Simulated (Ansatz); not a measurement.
Program: Ansatz. Geometries: PBE0-D4/def2-TZVP. ΔE: electronic, gas phase. CBS: MP2 limit from def2 TZ/QZ plus the TZ coupled-cluster correction, frozen cores. This one scheme is used for every species, atoms too. DFT in def2-TZVPP. Open shells (•) are unrestricted, without spin–orbit coupling. Spin–orbit coupling would lower the free atoms: a little for B, C, O, Si; clearly for Br. Bonds to Br are less sure, by a few kJ/mol each and by 10 to 20 or more in all where they break to atoms, as the def2 sets lack core-valence functions. Scalar relativity is left out up to krypton. Each species was taken in one conformer, which may not be the lowest.

Consider the atomization: `BO[SiH](C)Br` → B• + Br• + C• + 6 H• + O• + Si•.

`BO[SiH](C)Br`:

```xyz
11

B     1.124    1.142    1.638
O     0.156    0.384    1.086
Si   -0.025   -0.780   -0.060
C    -1.260   -0.208   -1.308
Br    1.915   -1.193   -1.063
H     0.802    1.907    2.503
H     2.259    1.042    1.262
H    -0.425   -2.021    0.636
H    -2.211    0.015   -0.819
H    -1.427   -0.982   -2.060
H    -0.907    0.693   -1.814
```

```tsv
level	ΔE (kcal/mol)
ωB97M-V	979.8
MP2/def2-TZVPP	970.3
SCS-MP2/def2-TZVPP	965.2
SCS-MP2/def2-QZVPP	981.7
```

(1) What does CCSD(T)/CBS give? (Best estimate.)

Largest T1 diagnostic among the species: 0.014.

## Answers

(1) The calculation gave: +978.6 kcal/mol. The listed levels differ from it by 1.2, -8.3, -13.4, 3.1 kcal/mol.

The D4 term adds +9.8 kcal/mol with B3LYP and +5.2 kcal/mol with PBE0; it sums over pairs of atoms, weighted by their polarisabilities, and B3LYP, whose exchange is more repulsive, gets the larger term. From PBE to PBE0 (25 % exact exchange), in def2-TZVPP and without D4, ΔE moves by −8.9 kcal/mol: exact exchange takes away binding that semilocal exchange gives to molecules.

B3LYP here is the variant with VWN-RPA as its local correlation; programs differ in this.

For atomizations the MP2-based limit and the directly extrapolated one differ by several kJ/mol either way, and by 10 to 25 for some Ge, Se and Sn compounds, so smaller differences from it don't rank the levels.
